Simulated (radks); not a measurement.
Task: The mean radii <r> (bohr) of the occupied orbitals of an atom or ion are listed with their occupations. Calculated with a radial shooting solver on a logarithmic mesh with Libxc functionals: scalar-relativistic Kohn-Sham, Slater X-alpha with alpha = 0.558, spin-polarised, spherical densities, point nucleus.

| orbital | occ. | <r> |
|---|---|---|
| 1s | 2 | 0.01934 |
| 2s | 2 | 0.08198 |
| 2p | 6 | 0.07304 |
| 3s | 2 | 0.2132 |
| 3p | 6 | 0.2129 |
| 3d | 10 | 0.1930 |
| 4s | 2 | 0.4793 |
| 4p | 6 | 0.5096 |
| 4d | 10 | 0.5502 |
| 5s | 2 | 1.173 |
| 5p | 6 | 1.388 |
| 4f | 14 | 0.7326 |

Name the element and its charge. Open shells, if any, are filled with parallel spins first.

Result: Z = 71, lutetium, charge +3: Lu3+ in [Xe] 4f14. The 1s radius gives Z: for a bare nucleus <r> = (2 gamma + 1)/(2Z) with gamma = sqrt(1 - (Z/c)^2), 0.01909 bohr for Z = 71, and screening makes it slightly larger (0.01934 here). The occupations add up to 68, and the charge is Z minus that.
